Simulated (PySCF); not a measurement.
## Working out the excitation energy of Cl⁺

Cl⁺ [Ne] 3s2 3p4 (3P) → Cl⁺ [Ne] 3s2 3p3 3d1 (5D). Calculation: PySCF 2.14, in aug-cc-pwCVDZ (6s5p3d, 36 functions); the non-relativistic Hamiltonian (point nucleus). Frozen: [Ne]. Energies in hartree (1 hartree = 27.21139 eV):

| part | Cl⁺ (lower) | Cl⁺ (upper) |
| --- | --- | --- |
| UHF | -459.038793 | -458.535670 |
| CCSD correlation | -0.118250 | -0.091893 |
| (T) | -0.001859 | -0.001090 |

Q: What does Hartree-Fock give?

A: (-458.535670) − (-459.038793) = 0.503123 hartree = 13.691 eV.

Q: What do CCSD and CCSD(T) give?

A: The CCSD correlation energies differ by 0.026357 hartree = 0.717 eV and the triples by 0.000769 hartree = 0.021 eV, so CCSD gives 14.408 eV and CCSD(T) 14.429 eV.

Measured between the centres of the two terms (NIST): 13.633 eV, so CCSD(T) (valence) is off by 0.796 eV.

A double-zeta basis recovers only part of the correlation energy.

What remains against the reference includes basis incompleteness, the frozen core and higher excitations.
